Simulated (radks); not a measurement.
Results of a calculation; reference values are marked as such.
Coulomb parameter of the 4d shell of neutral technetium in the model configuration [Kr] 4d6 5s1, as a second difference U = [E(n + 0.25) + E(n - 0.25) - 2 E(n)] / (0.25)^2 with all orbitals relaxed. "Bare": the charge of the atom changes with n. "Screened": the 5s shell takes up the change at fixed total charge, which measures U(4d,4d) + U(5s,5s) - 2 U(4d,5s). Level of theory: Dirac Kohn-Sham, BLYP, spin-unpolarised, spherical densities, finite nucleus; open shells are shared between the two j in proportion to 2j + 1; Fermi nuclear charge, rms radius 4.4112 fm (a radial shooting solver on a logarithmic mesh with Libxc functionals).

case                 configuration  E - E(n) (eV)
start                 [Kr] 4d6 5s1          0.000
bare +0.25         [Kr] 4d6.25 5s1         -0.836
bare -0.25         [Kr] 4d5.75 5s1          1.358
screened +0.25  [Kr] 4d6.25 5s0.75         -0.016
screened -0.25  [Kr] 4d5.75 5s1.25          0.089

U(bare) = 8.351 eV, U(screened by 5s) = 1.171 eV. The step up makes a negative ion, whose loosely bound charge lowers the bare value.
